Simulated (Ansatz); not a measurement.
Consider the formal exchange of groups at the Se–Si bond: `B[Se][SiH2]F` + disilane → `B[Se][SiH2][SiH3]` + `F[SiH3]`.

Program: Ansatz. Geometries: PBE0-D4/def2-TZVP. ΔE: electronic, gas phase. CCSD(T)/CBS adds triple-zeta CCSD(T) − MP2 to the extrapolated MP2 energy (def2 sets, frozen cores). This one scheme is used for every species. DFT in def2-TZVPP. For Se outer-core shells are correlated without core-valence functions, which leaves a few kJ/mol of doubt a bond. Scalar relativity is left out up to krypton. One conformer a species, not always the lowest.

(1) Is it downhill or uphill in electronic energy at CCSD(T)/CBS, and by how much? (Estimate.)

(2) What do these levels give: ωB97X-V, ωB97M-V, B2PLYP, PBE0, MP2/def2-TZVPP, SCS-MP2/def2-QZVPP? (An estimate is asked.)

Largest T1 diagnostic among the species: 0.014.

## Answers

(1) Ansatz gave: Nearly level: ΔE = +0.3 kcal/mol.

(2) The calculation gave: ωB97X-V 1.0, ωB97M-V 1.0, B2PLYP 0.9, PBE0 1.4, MP2/def2-TZVPP -0.1, SCS-MP2/def2-QZVPP -0.1 kcal/mol.

The D4 term adds −1.0 kcal/mol with B3LYP and −0.6 kcal/mol with PBE0; it sums over pairs of atoms, weighted by their polarisabilities, and B3LYP, whose exchange is more repulsive, gets the larger term.

B3LYP here is the variant with VWN-RPA as its local correlation; programs differ in this.
